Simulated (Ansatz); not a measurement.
Ansatz (a program for electronic structure) input:

Ansatz 0.2 input:
```yaml
crystal:
  periodic: [false, false, false]
  atoms:
    - {symbol: Si, position_ang: [-0.74336007, -0.01289496, -0.10806846]}
    - {symbol: C, position_ang: [-2.45435273, -0.02854038, -0.28073319]}
    - {symbol: Br, position_ang: [0.04736327, 1.99465551, 0.66417696]}
    - {symbol: Br, position_ang: [0.82614170, -0.35328628, -1.87257300]}
    - {symbol: Br, position_ang: [0.01305563, -1.62690971, 1.33229848]}
    - {symbol: H, position_ang: [-2.95680659, -0.98230797, -0.40262757]}
    - {symbol: H, position_ang: [-2.93965730, 0.82799657, -0.73660014]}
basis:
  gaussian:
    orbitals: def2-SVPD
total_charge: -1
magnetization: {spin_polarized: false}
correlation: {method: ccsd_t, electrons: outside_noble_gas}
output: {forces: true}
```

Task: Which total energy does the run end on?

Result: -8045.01319 Eh (CCSD(T)/def2-SVPD). The basis has 183 functions. The run takes very roughly 4 core-minutes.

It need not be the lowest isomer of its formula. Whether it binds its extra electron was not tested at this geometry.
